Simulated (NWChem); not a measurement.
C$_{2}$H$_{6}$ClSb; SMILES [CH3][Sb]([CH3])[Cl]

Computed with NWChem. Structure relaxed at the PBE0/def2-SVP (def2 core potentials past Kr) level. No frequency run checked for a minimum.

Problem. Estimate the computed values for PBE0/STO-3G, non-relativistic. Quantities: highest occupied level (eV); orbital gap (eV); dipole (D).

Solution. 
```yaml
highest occupied level (eV): -4.74
orbital gap (eV): 6.61
dipole (D): 3.15
```
